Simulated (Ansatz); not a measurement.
These are Ansatz (an electronic-structure program) with PBE-D3(BJ)/def2-SVP values and carry that method's errors. No frequencies were computed at this level.

Ansatz 0.2 input:
```yaml
crystal:
  periodic: [false, false, false]
  atoms:
    - { symbol: C, position_ang: [1.359619, -1.450618, -1.022819] }
    - { symbol: N, position_ang: [1.106763, -0.683554, 0.178489] }
    - { symbol: C, position_ang: [2.340096, -0.186558, 0.730849] }
    - { symbol: C, position_ang: [0.013729, 0.289101, 0.023832] }
    - { symbol: Si, position_ang: [0.341525, 1.53209, -1.428972] }
    - { symbol: Si, position_ang: [-0.205788, 1.302304, 1.663513] }
    - { symbol: N, position_ang: [-1.164889, -0.537765, -0.279437] }
    - { symbol: C, position_ang: [-2.341516, 0.156961, -0.733391] }
    - { symbol: C, position_ang: [-1.498277, -1.463802, 0.782057] }
    - { symbol: H, position_ang: [1.927525, -0.882604, -1.775784] }
    - { symbol: H, position_ang: [0.408617, -1.755, -1.451262] }
    - { symbol: H, position_ang: [1.931348, -2.341584, -0.75792] }
    - { symbol: H, position_ang: [2.842397, 0.554674, 0.090331] }
    - { symbol: H, position_ang: [2.168037, 0.260615, 1.708106] }
    - { symbol: H, position_ang: [3.016961, -1.032875, 0.860661] }
    - { symbol: H, position_ang: [1.724812, 2.00764, -1.347048] }
    - { symbol: H, position_ang: [-0.523042, 2.705974, -1.298134] }
    - { symbol: H, position_ang: [0.143665, 0.914467, -2.741765] }
    - { symbol: H, position_ang: [0.765794, 2.39627, 1.7198] }
    - { symbol: H, position_ang: [-1.53752, 1.912775, 1.670955] }
    - { symbol: H, position_ang: [-0.079772, 0.463006, 2.855445] }
    - { symbol: H, position_ang: [-2.776603, 0.827502, 0.023623] }
    - { symbol: H, position_ang: [-3.094171, -0.589055, -0.994576] }
    - { symbol: H, position_ang: [-2.120466, 0.739686, -1.625677] }
    - { symbol: H, position_ang: [-2.01595, -0.975704, 1.622223] }
    - { symbol: H, position_ang: [-0.583543, -1.922429, 1.147521] }
    - { symbol: H, position_ang: [-2.149347, -2.241516, 0.379379] }
basis:
  gaussian: { orbitals: def2-svp }
hamiltonian:
  xc: pbe
  dispersion: d3bj
relax:
  max_steps: 150
```

Output:

```
Functional definition: PBE
2570 factors; their error is unknown
mean field evaluation 1: about -24164.1111 eV, gradient 8.1e1 eV
mean field evaluation 2: about -24103.0001 eV, gradient 1.7e2 eV
mean field evaluation 4: about -24181.1264 eV, gradient 1.2e1 eV
mean field evaluation 8: about -24181.4248 eV, gradient 3.4e-1 eV
mean field evaluation 16: about -24181.2614 eV, gradient 4.0e-3 eV
mean field -24181.26138609 eV, -888.6449652913 hartree, gradient 7.7e-6 eV, S^2 0.000000; 0 other end points of the search recorded, 0 dependent functions left out
reference -24181.26143307 eV, -888.6449670176 hartree; 45, 45 occupied and 179, 179 virtual orbitals, 2570 factors
relax step   1: F+E_penalty+E_count = -24182.15629119 eV  Δ(F+E_penalty+E_count) = +0.000e0 eV  max|allowed force component| = 6.989e-1 eV/Å  Δτ_max = 0.0000 Å  (32 SCF iters, accepted)
these checks for a lower state are left out or cut short: starts, cluster_reference, orbital_swaps, neighbouring_geometries, increment
2570 factors; their error is unknown
mean field -24181.50835777 eV, -888.6540413329 hartree, gradient 8.5e-6 eV, S^2 0.000000; 0 other end points of the search recorded, 0 dependent functions left out
reference -24181.50840508 eV, -888.6540430716 hartree; 45, 45 occupied and 179, 179 virtual orbitals, 2570 factors
relax step   2: F+E_penalty+E_count = -24182.38700772 eV  Δ(F+E_penalty+E_count) = -2.307e-1 eV  max|allowed force component| = 2.330e-1 eV/Å  Δτ_max = 0.0906 Å  (31 SCF iters, accepted)
these checks for a lower state are left out or cut short: starts, cluster_reference, orbital_swaps, neighbouring_geometries, increment
2570 factors; their error is unknown
mean field evaluation 32: about -24181.5390 eV, gradient 3.6e-4 eV
mean field -24181.53897773 eV, -888.6551665957 hartree, gradient 9.5e-6 eV, S^2 0.000000; 0 other end points of the search recorded, 0 dependent functions left out
reference -24181.53902496 eV, -888.6551683314 hartree; 45, 45 occupied and 179, 179 virtual orbitals, 2570 factors
relax step   3: F+E_penalty+E_count = -24182.41300111 eV  Δ(F+E_penalty+E_count) = -2.599e-2 eV  max|allowed force component| = 2.220e-1 eV/Å  Δτ_max = 0.0573 Å  (30 SCF iters, accepted)
these checks for a lower state are left out or cut short: starts, cluster_reference, orbital_swaps, neighbouring_geometries, increment
2570 factors; their error is unknown
mean field -24181.52664656 eV, -888.6547134336 hartree, gradient 7.9e-6 eV, S^2 0.000000; 0 other end points of the search recorded, 0 dependent functions left out
reference -24181.52669371 eV, -888.6547151664 hartree; 45, 45 occupied and 179, 179 virtual orbitals, 2570 factors
relax step   4: F+E_penalty+E_count = -24182.40099488 eV  Δ(F+E_penalty+E_count) = +1.201e-2 eV  max|allowed force component| = 8.283e-1 eV/Å  Δτ_max = 0.0542 Å  (31 SCF iters, rejected (line search))
these checks for a lower state are left out or cut short: starts, cluster_reference, orbital_swaps, neighbouring_geometries, increment
2570 factors; their error is unknown
mean field -24181.54289350 eV, -888.6553104978 hartree, gradient 8.8e-6 eV, S^2 0.000000; 0 other end points of the search recorded, 0 dependent functions left out
reference -24181.54294066 eV, -888.6553122306 hartree; 45, 45 occupied and 179, 179 virtual orbitals, 2570 factors
relax step   5: F+E_penalty+E_count = -24182.41741655 eV  Δ(F+E_penalty+E_count) = -4.415e-3 eV  max|allowed force component| = 2.132e-2 eV/Å  Δτ_max = 0.0261 Å  (32 SCF iters, accepted)
these checks for a lower state are left out or cut short: starts, cluster_reference, orbital_swaps, neighbouring_geometries, increment
2570 factors; their error is unknown
mean field -24181.54383737 eV, -888.6553451843 hartree, gradient 9.4e-6 eV, S^2 0.000000; 0 other end points of the search recorded, 0 dependent functions left out
reference -24181.54388446 eV, -888.6553469149 hartree; 45, 45 occupied and 179, 179 virtual orbitals, 2570 factors
relax step   6: F+E_penalty+E_count = -24182.41889343 eV  Δ(F+E_penalty+E_count) = -1.477e-3 eV  max|allowed force component| = 1.512e-2 eV/Å  Δτ_max = 0.0299 Å  (32 SCF iters, accepted)
these checks for a lower state are left out or cut short: starts, cluster_reference, orbital_swaps, neighbouring_geometries, increment
2570 factors; their error is unknown
mean field -24181.54412599 eV, -888.6553557907 hartree, gradient 9.4e-6 eV, S^2 0.000000; 0 other end points of the search recorded, 0 dependent functions left out
reference -24181.54417309 eV, -888.6553575217 hartree; 45, 45 occupied and 179, 179 virtual orbitals, 2570 factors
relax step   7: F+E_penalty+E_count = -24182.41914166 eV  Δ(F+E_penalty+E_count) = -2.482e-4 eV  max|allowed force component| = 1.126e-2 eV/Å  Δτ_max = 0.0109 Å  (32 SCF iters, accepted)
these checks for a lower state are left out or cut short: starts, cluster_reference, orbital_swaps, neighbouring_geometries, increment
2570 factors; their error is unknown
mean field evaluation 64: about -24181.7135 eV, gradient 5.3e-1 eV
mean field -24181.54424958 eV, -888.6553603327 hartree, gradient 9.4e-6 eV, S^2 0.000000; 0 other end points of the search recorded, 0 dependent functions left out
reference -24181.54429668 eV, -888.6553620636 hartree; 45, 45 occupied and 179, 179 virtual orbitals, 2570 factors
relax step   8: F+E_penalty+E_count = -24182.41918555 eV  Δ(F+E_penalty+E_count) = -4.389e-5 eV  max|allowed force component| = 2.768e-3 eV/Å  Δτ_max = 0.0046 Å  (33 SCF iters, accepted)
2570 factors; their error is unknown
mean field -24181.54424958 eV, -888.6553603327 hartree, gradient 3.5e-5 eV, S^2 0.000000; 1 other end points of the search recorded, 0 dependent functions left out
reference -24181.54429668 eV, -888.6553620635 hartree; 45, 45 occupied and 179, 179 virtual orbitals, 2570 factors
Total energy: -24182.41923265 eV, -888.6875153675 hartree
Atom 0 at     1.416185    -1.434702    -1.114729 Å, force     0.000803    -0.000905    -0.002202 eV/Å
Atom 1 at     1.143399    -0.701456     0.111713 Å, force    -0.001584     0.000723     0.002768 eV/Å
Atom 2 at     2.344921    -0.242844     0.772856 Å, force    -0.002026     0.001644     0.000085 eV/Å
Atom 3 at     0.011330     0.238279     0.019687 Å, force     0.000063    -0.001531    -0.000125 eV/Å
Atom 4 at     0.290697     1.564100    -1.397966 Å, force    -0.000485    -0.001111     0.001076 eV/Å
Atom 5 at    -0.152842     1.334488     1.637391 Å, force     0.000296    -0.001004    -0.001372 eV/Å
Atom 6 at    -1.203523    -0.562761    -0.216129 Å, force     0.001683     0.001031    -0.002641 eV/Å
Atom 7 at    -2.351287     0.109086    -0.783882 Å, force     0.002090     0.001518     0.000128 eV/Å
Atom 8 at    -1.553743    -1.457896     0.875794 Å, force    -0.000898    -0.001196     0.002087 eV/Å
Atom 9 at     1.990526    -0.841239    -1.873854 Å, force    -0.000022     0.000181     0.000958 eV/Å
Atom 10 at     0.452339    -1.744547    -1.562034 Å, force     0.000286     0.000489     0.000351 eV/Å
Atom 11 at     2.009980    -2.344003    -0.885574 Å, force    -0.000356     0.000227     0.000111 eV/Å
Atom 12 at     2.914620     0.542043     0.209668 Å, force     0.000040     0.000049    -0.000167 eV/Å
Atom 13 at     2.112975     0.164773     1.778919 Å, force     0.000642    -0.000457    -0.000110 eV/Å
Atom 14 at     3.030156    -1.103030     0.922590 Å, force    -0.000083    -0.000580    -0.000658 eV/Å
Atom 15 at     1.725387     2.004855    -1.296585 Å, force    -0.000534    -0.000320    -0.001158 eV/Å
Atom 16 at    -0.574387     2.781445    -1.204392 Å, force    -0.000308    -0.000676    -0.000496 eV/Å
Atom 17 at     0.058653     1.022353    -2.784281 Å, force     0.000669     0.001591     0.000025 eV/Å
Atom 18 at     0.824619     2.480061     1.638986 Å, force     0.000263    -0.000803     0.000394 eV/Å
Atom 19 at    -1.538763     1.919142     1.620626 Å, force     0.000499    -0.000551     0.001215 eV/Å
Atom 20 at     0.016277     0.553662     2.914465 Å, force    -0.000547     0.001691     0.000240 eV/Å
Atom 21 at    -2.848857     0.841304    -0.095356 Å, force    -0.000020     0.000008     0.000164 eV/Å
Atom 22 at    -3.113349    -0.646509    -1.067119 Å, force     0.000027    -0.000691     0.000555 eV/Å
Atom 23 at    -2.074127     0.652255    -1.711386 Å, force    -0.000691    -0.000440     0.000044 eV/Å
Atom 24 at    -2.075446    -0.945272     1.726311 Å, force     0.000037     0.000338    -0.000931 eV/Å
Atom 25 at    -0.626907    -1.926273     1.258788 Å, force    -0.000225     0.000566    -0.000272 eV/Å
Atom 26 at    -2.228830    -2.257312     0.505490 Å, force     0.000384     0.000209    -0.000069 eV/Å
Dipole moment:    -0.009193    -0.193420    -0.015961 e Å
```

Cost: about 110 core-seconds (a rough figure).
